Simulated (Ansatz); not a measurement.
Reaction (substitution at a C–C bond): `[SiH3]CCBr` + `[OH][SnH3]` → `[SiH3]C[O][SnH3]` + `CBr`

Computed with Ansatz on PBE0-D4/def2-TZVP structures; ΔE is electronic, products minus reactants. CCSD(T)/CBS is the MP2 limit (def2-TZVPP, def2-QZVPP) plus CCSD(T) − MP2 in def2-TZVPP, frozen cores. DFT in def2-TZVPP. B3LYP here is the variant with VWN-RPA as its local correlation; programs differ in this. Elements past krypton have def2 core potentials. For Br, Sn outer-core shells are correlated without core-valence functions, which leaves a few kJ/mol of doubt a bond. Scalar relativity is left out up to krypton. Each species was taken in one conformer, which may not be the lowest.

```json
{"level": "r2SCAN-D4", "ΔE (kJ/mol)": "68.7", "difference from CCSD(T)/CBS": "-2.6"}
{"level": "ωB97M-V", "ΔE (kJ/mol)": "68.1", "difference from CCSD(T)/CBS": "-3.2"}
{"level": "B2PLYP", "ΔE (kJ/mol)": "66.2", "difference from CCSD(T)/CBS": "-5.1"}
{"level": "PBE", "ΔE (kJ/mol)": "66.3", "difference from CCSD(T)/CBS": "-5.0"}
{"level": "r2SCAN", "ΔE (kJ/mol)": "68.7", "difference from CCSD(T)/CBS": "-2.6"}
{"level": "B3LYP", "ΔE (kJ/mol)": "61.5", "difference from CCSD(T)/CBS": "-9.8"}
{"level": "HF/def2-TZVPP", "ΔE (kJ/mol)": "60.2", "difference from CCSD(T)/CBS": "-11.1"}
{"level": "SCS-MP2/def2-TZVPP", "ΔE (kJ/mol)": "70.8", "difference from CCSD(T)/CBS": "-0.5"}
{"level": "CCSD/def2-TZVPP", "ΔE (kJ/mol)": "68.8", "difference from CCSD(T)/CBS": "-2.5"}
{"level": "CCSD(T)/def2-TZVPP", "ΔE (kJ/mol)": "69.4", "difference from CCSD(T)/CBS": "-1.9"}
{"level": "CCSD(T)/CBS", "ΔE (kJ/mol)": "71.3", "difference from CCSD(T)/CBS": "0"}
```

Largest T1 diagnostic among the species: 0.014.

In def2-TZVPP, CCSD(T) changes the Hartree–Fock value by +9.2 kJ/mol (the triples alone add +0.6 kJ/mol) and MP2 by +16.7 kJ/mol. From PBE to PBE0 (25 % exact exchange), in def2-TZVPP and without D4, ΔE moves by +3.1 kJ/mol.
